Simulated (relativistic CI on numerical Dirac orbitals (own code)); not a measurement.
Magnetism of Pt+, 5d9, in a crystal field

Calculated by Dirac-Coulomb-Breit CI, separate exchange-only KLI orbitals for each configuration, model QED (radiative potential, 1s self-energy scaled to tabulated hydrogen-like ionisation energies), valence Slater integrals scaled by 0.7, one configuration in a parametric crystal field (own radial code).

Field parameters in Wybourne normalisation: Oh B⁴₀ = 21Dq, B⁴₄ = √(5/14) B⁴₀. The field is a parameter set, without covalency.

S is read from ⟨S²⟩ = S(S + 1).

Powder χT (cm³ K mol⁻¹) by Van Vleck's formula, with temperature-independent terms:

| Field | 2 K | 5 K | 10 K | 20 K | 50 K | 100 K | 200 K | 300 K |
| --- | --- | --- | --- | --- | --- | --- | --- | --- |
| Oh, 10Dq = 4050 cm⁻¹ | 0.975 | 0.976 | 0.977 | 0.98 | 0.988 | 1 | 1.03 | 1.06 |
| Oh, 10Dq = 7250 cm⁻¹ | 0.896 | 0.897 | 0.897 | 0.899 | 0.903 | 0.91 | 0.924 | 0.938 |
| Oh, 10Dq = 10500 cm⁻¹ | 0.813 | 0.814 | 0.814 | 0.815 | 0.818 | 0.822 | 0.832 | 0.841 |
| Oh, 10Dq = 13750 cm⁻¹ | 0.744 | 0.744 | 0.745 | 0.746 | 0.748 | 0.751 | 0.758 | 0.766 |
| Oh, 10Dq = 16950 cm⁻¹ | 0.691 | 0.691 | 0.691 | 0.692 | 0.694 | 0.697 | 0.702 | 0.708 |
| Oh, 10Dq = 20200 cm⁻¹ | 0.649 | 0.649 | 0.649 | 0.649 | 0.651 | 0.653 | 0.658 | 0.663 |
| Oh, 10Dq = 23400 cm⁻¹ | 0.616 | 0.616 | 0.616 | 0.616 | 0.618 | 0.62 | 0.624 | 0.628 |
| Oh, 10Dq = 26650 cm⁻¹ | 0.589 | 0.589 | 0.589 | 0.59 | 0.591 | 0.593 | 0.596 | 0.6 |

(1) For Oh, 10Dq = 13750 cm⁻¹: what effective moment follows at 300 K?

Results:

(1) μ_eff = √(8χT) = 2.47 μB. The ground level has S = 0.50; the spin-only moment for S = 1/2 is 1.73 μB. The difference comes from the orbital moment, spin-orbit mixing of terms and temperature-independent paramagnetism, all larger in this ionic model than in covalent complexes.
